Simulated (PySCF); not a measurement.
PySCF input file for C2H9NSi3, SMILES C1(C[SiH2][SiH2]N=1)[SiH3], PBE0/pcSseg-1. The structure is a stationary point at PBE0-D3(BJ)/def2-SVP. The structure was generated by enumeration, and PubChem lists no compound with its InChIKey, so it may never have been made. Other conformers were not sampled.

```python
import numpy as np
from pyscf import gto, scf, dft
from pyscf.prop.nmr import rks as nmr

mol = gto.M(
    atom='''
    Si    2.69584940   -0.17486660   -0.34763439
    C     0.80392858   -0.03243430   -0.09112301
    N     0.13220821   -0.94294165   -0.68211280
    Si   -1.64407235   -0.94136101   -0.53162529
    Si   -1.69327470    0.96570832    0.82569475
    C     0.21906126    1.09212102    0.75838927
    H     3.42752956    0.92855454    0.35183211
    H     3.15549348   -1.48480387    0.19868323
    H     2.98908574   -0.10446937   -1.80844916
    H    -2.25747153   -0.82415755   -1.88718037
    H    -2.09141979   -2.22404178    0.08661846
    H    -2.34147458    2.17841209    0.24216075
    H    -2.17899094    0.77219099    2.22495251
    H     0.54925740    2.06148040    0.34498484
    H     0.66556137    1.04657617    1.76749861
    ''',
    basis='pcSseg-1',
    charge=0,
    spin=0,
    max_memory=1600,
    verbose=3,
)
mf = dft.RKS(mol, xc='pbe0').density_fit(auxbasis='def2-universal-jkfit')
mf.grids.level = 3
mf.conv_tol = 1e-10
mf.max_cycle = 100
mf.kernel()
n = nmr.NMR(mf)
n.verbose = 2
n.max_cycle_cphf = 60
sigma = n.kernel()
print('atom   isotropic/ppm   span/ppm')
for i, s in enumerate(sigma):
    w = np.linalg.eigvalsh((s + s.T) / 2)
    print(f'{mol.atom_symbol(i):2s}{i + 1:3d} {w.mean():14.3f} {w[2] - w[0]:11.3f}')
```

Output:

```
converged SCF energy = -1004.26418194608
atom   isotropic/ppm   span/ppm
Si  1        432.625      70.197
C   2        -27.300     221.896
N   3       -182.853     855.245
Si  4        374.717     188.681
Si  5        441.239      63.032
C   6        147.512      66.127
H   7         26.984       7.566
H   8         27.130       7.405
H   9         27.132       7.472
H  10         26.046       7.776
H  11         26.049       7.775
H  12         27.879      10.059
H  13         27.879      10.053
H  14         28.685      10.105
H  15         28.695      10.094
```

The calculation finished and met its thresholds.
